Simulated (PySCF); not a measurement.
## Correlation energy of Ca²⁺ (calcium, charge +2)

[Ar], closed-shell 1S. Calculation: PySCF 2.14, in aug-cc-pwCVTZ-X2C with one added diffuse shell each of s, p, d, f type (10s9p7d4f, 100 functions); scalar relativity by spin-free X2C-1e. Frozen: [Ne]; 8 electrons correlated.

```json
{"level": "CCSD", "correlation energy (mhartree)": "-225.27"}
{"level": "(T)", "correlation energy (mhartree)": "-4.60"}
{"level": "CCSD(T)", "correlation energy (mhartree)": "-229.87"}
```

Diagnostics: T1 = 0.00090, D1 = 0.0013, largest double amplitude 0.028.

Q: Is a single reference adequate?

A: Yes: T1 lies below 0.03 and no double amplitude reaches 0.07.
